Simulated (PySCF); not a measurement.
Cl₂HSi, multiplicity 2. Atoms are numbered in the order given.

```xyz
4

Cl    -0.0242     0.3766    -1.6844
Si     0.1310    -0.7905     0.0000
Cl    -0.0242     0.3766     1.6844
H     -1.0116    -1.7387     0.0000
```
Charge 0, spin multiplicity 2.

Geometry optimised at TPSSh-D3(BJ)/def2-TZVP. The isomer is the one that the SMILES or the coordinates give; other isomers of the formula were not compared.

All values below come from B3LYP/def2-TZVPD (PySCF).

Mulliken values depend strongly on the basis, most of all with diffuse functions as here. ESP charges are fitted to the potential on shells at 1.4 to 2.0 van der Waals radii. Atomic charges (e):

```csv
atom,Mulliken,ESP fit,meta-Löwdin,Mulliken spin
Cl1,-0.22,-0.09,___,0.09
Si2,0.49,0.15,___,0.72
Cl3,-0.22,-0.09,___,0.09
H4,-0.05,0.02,___,0.10
```

Complete the blanks. (Estimate from the structure and the level; the computed values follow.)


- Cl1, meta-Löwdin: -0.26
- Si2, meta-Löwdin: 0.60
- Cl3, meta-Löwdin: -0.26
- H4, meta-Löwdin: -0.08
